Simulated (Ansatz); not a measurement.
Consider the ligand exchange at the Si–N bond: `[SiH3]N[SiH]1CO1` + H₂S → `S[SiH]1CO1` + `N[SiH3]`.

Gas-phase electronic energies from Ansatz, PBE0-D4/def2-TZVP geometries. CCSD(T)/CBS adds triple-zeta CCSD(T) − MP2 to the extrapolated MP2 energy (def2 sets, frozen cores). This one scheme is used for every species. DFT in def2-TZVPP. One conformer a species, not always the lowest.

`[SiH3]N[SiH]1CO1`:

```xyz
12

Si    0.010    0.776   -2.133
N    -0.469    0.390   -0.512
Si    0.346   -0.554    0.645
C    -0.008   -0.539    2.409
O    -0.496   -1.654    1.538
H     1.319    0.119   -2.367
H    -0.987    0.283   -3.119
H     0.148    2.245   -2.318
H    -1.372    0.742   -0.221
H     1.644   -0.966    0.081
H    -0.830    0.038    2.830
H     0.695   -0.881    3.167
```

H₂S:

```xyz
3

S    -0.289   -0.525    0.159
H    -0.706    0.723   -0.103
H     0.995   -0.198   -0.055
```

`S[SiH]1CO1`:

Z-matrix (Å, degrees):
```
Si
C 1 1.798
O 1 1.652 2 50.8
S 1 2.112 2 121.3 3 -104.9
H 1 1.476 2 124.3 3 98.3
H 2 1.088 1 121.5 3 99.2
H 2 1.088 1 122.9 3 -98.9
H 4 1.344 1 93.3 2 179.8
```

`N[SiH3]`:

Z-matrix (Å, degrees):
```
Si
N 1 1.720
H 1 1.486 2 107.9
H 1 1.494 2 116.0 3 -120.3
H 1 1.486 2 107.9 3 119.4
H 2 1.007 1 119.6 3 -168.6
H 2 1.007 1 119.6 3 49.2
```

| level | ΔE (eV) |
| --- | --- |
| ωB97M-V | 0.18 |
| MP2/def2-TZVPP | 0.19 |
| SCS-MP2/def2-QZVPP | 0.21 |
| MP2/CBS(def2) | 0.16 |

Problem. What does CCSD(T)/CBS give? (Estimate.)

Solution. The calculation gave: +0.19 eV. The listed levels differ from it by -0.01, 0.00, 0.02, -0.03 eV.

Largest T1 diagnostic among the species: 0.013.

In def2-TZVPP, CCSD(T) changes the Hartree–Fock value by −0.05 eV (the triples alone add −0.02 eV) and MP2 by −0.07 eV. From PBE to PBE0 (25 % exact exchange), in def2-TZVPP and without D4, ΔE moves by +0.05 eV. The D4 term adds +0.04 eV with B3LYP and +0.02 eV with PBE0; it sums over pairs of atoms, weighted by their polarisabilities, and B3LYP, whose exchange is more repulsive, gets the larger term.

B3LYP here is the variant with VWN-RPA as its local correlation; programs differ in this.
